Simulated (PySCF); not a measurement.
What does the CAM-B3LYP/6-31G* structure of `COc1ccoc1` look like in three dimensions?

```xyz
13
C5H6O2 angstrom
C     -1.9164   -0.5193   -0.9405
O     -0.8654    0.4134   -1.0696
C      0.1386    0.2632   -0.1790
C      1.2820    1.1240   -0.1403
C      2.0516    0.6548    0.8698
O      1.4800   -0.4165    1.4611
C      0.3023   -0.6562    0.8117
H     -1.5560   -1.5434   -1.1032
H     -2.3773   -0.4571    0.0536
H     -2.6556   -0.2688   -1.7016
H      1.4780    1.9630   -0.7905
H      3.0000    0.9679    1.2782
H     -0.2781   -1.4893    1.1698
```

Orientation and origin are arbitrary. Atoms count from 1 in this order. The 5-membered ring C3–C4–C5–O6–C7 has internal angles of 105.4° to 111.2°; it is planar, 0.00 Å rms from its mean plane, widest ring torsion 0°. The 7 heavy atoms lie in one plane (0.004 Å rms). Of the pairs four or more bonds apart, C7···H9 is among the closest relative to their van der Waals radii: 2.79 Å, 96 % of the sum of Bondi's values. The C–C distances run from 1.354 Å (C4–C5, aromatic) to 1.432 Å (C3–C4, aromatic), a spread of 0.078 Å.

Bonds between heavy atoms (Å): C1–O2 1.411, O2–C3 1.351, C3–C4 1.432, C4–C5 1.354, C5–O6 1.351, O6–C7 1.366, C3–C7 1.361.

Computed, not measured: PySCF, CAM-B3LYP/6-31G* geometry optimisation, gas phase.

Point group: Cs (tolerance 0.08 Å). No CAM-B3LYP/6-31G* frequencies stand behind this structure, so it isn't proved a minimum. The numbers are those of one conformer (C1–O2–C3–C4 -179°).
